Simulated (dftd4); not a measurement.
ClCrO2 (SMILES [O]=[Cr](=[O])[Cl]), doublet, geometry from GFN2-xTB (such geometries of metal compounds can be far from the true shape) (the multiplicity is a formal guess); D4 for pbe0 (dftd4).

The dftd4 input:
```
$ dftd4 mol.xyz --func pbe0 --charge 0 --json dftd4.json --noedisp --property

# file mol.xyz
4

Cr     0.19490206    -0.26222232     0.20462893
O      1.63014103    -0.61831480    -0.22364150
O     -0.49160131    -0.91348286     1.41900166
Cl    -0.81093925     1.09104218    -0.85141033
```

Task: Predict the main parts of the log of this dftd4 run.

Result: 
```
                    ____  _____ _____     ____  _  _
      -------------|  _ \|  ___|_   _|---|  _ \| || |------------
     |             | | | | |_    | | ___ | | | | || |_           |
     |             | |_| |  _|   | ||___|| |_| |__   _|          |
     |             |____/|_|     |_|     |____/   |_|            |
     |             ===================================           |
     |            E. Caldeweyher, S. Ehlert & S. Grimme          |
     |          Mulliken Center for Theoretical Chemistry        |
     |                    University of Bonn                     |
      -----------------------------------------------------------

Rational (Becke-Johnson) damping: pbe0-D4-ATM
---------------------
  s6         1.0000
  s8         1.2007
  s9         1.0000
  a1         0.4009
  a2         5.0293
 alp        16.0000
--------------------

Atomic data, radii in Ångström:
------------------------------------------------------
   Z          R(cov)      r4/r2   hardness         EN
------------------------------------------------------
  24 Cr       1.4667     2.9350     0.2320     1.6600
   8 O        0.8400     1.3725     0.5869     3.4400
  17 Cl       1.3200     1.9735     0.4312     3.1600
------------------------------------------------------

Atomic reference systems (in atomic units):
----------------------------------------------------------------------------
   Z        #      CN     q+Z       C6(AA)   #      CN     q+Z       C6(AA)
----------------------------------------------------------------------------
  24 Cr     1  0.0000 24.0000     716.0279   2  1.6504 24.1772     257.4507
            3  9.5933 24.1675     134.4749   4  5.0994 24.6147     226.7794
   8 O      1  0.0000  8.0000      15.5711   2  0.8042  7.6453      20.8489
            3  1.6112  7.4012      24.8631   4  0.9798  8.0000      14.9880
  17 Cl     1  0.0000 17.0000      92.6806   2  0.8444 16.8495     101.8771
----------------------------------------------------------------------------

Atomic properties (in atomic units):
----------------------------------------------------------------------------
     #    Z              CN          q      C6(AA)        C8(AA)   alpha(0)
----------------------------------------------------------------------------
     1   24 Cr       2.2586     1.1024    232.1367    21423.5947    36.3214
     2    8 O        0.7416    -0.4877     23.4789      473.8162     6.4998
     3    8 O        0.7416    -0.4877     23.4789      473.8162     6.4998
     4   17 Cl       0.7754    -0.1271    101.0139     4214.6605    15.3622
----------------------------------------------------------------------------

Molecular properties (in atomic units):
----------------------------------------
 molecular C6                1171.7992
 molecular C8               62391.7035
----------------------------------------

Dispersion energy:      -3.4917363217177E-03 Eh

[Info] JSON dump of results written to 'dftd4.json'
```
